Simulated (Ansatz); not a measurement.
Correlation energies of `CS[SiH](F)Cl` by basis set

Cartesian coordinates in Å:
```
C -1.494 0.066 -0.348
S -0.367 1.183 0.541
Si 1.434 0.127 0.364
F 1.905 0.018 -1.153
Cl 1.256 -1.804 1.009
H -2.482 0.519 -0.283
H -1.209 -0.022 -1.395
H -1.515 -0.914 0.124
H 2.471 0.826 1.142
```

The species carries charge 0 and has multiplicity 1. All single points use the PBE0-D4/def2-TZVP geometry. It is one conformer, not always the lowest. Frozen core, restricted reference, Ansatz 0.2.0. CBS rows extrapolate triple and quadruple zeta; past MP2 they add the triple-zeta difference.

| basis | HF (Eh) | MP2 corr. |
| --- | --- | --- |
| def2-SVP | -1285.26708 | -0.68359 |
| def2-TZVPP | -1285.85086 | -0.90691 |
| def2-QZVPP | -1285.89088 | -0.98864 |

Question: Estimate the CCSD correlation energy and the (T) correction in each basis where they were run (hartree).

Answer: 
```tsv
basis	CCSD corr.	(T)
def2-SVP	-0.73391	-0.01740
def2-TZVPP	-0.95699	-0.03775
CBS(def2)	-1.09926	as TZ
```
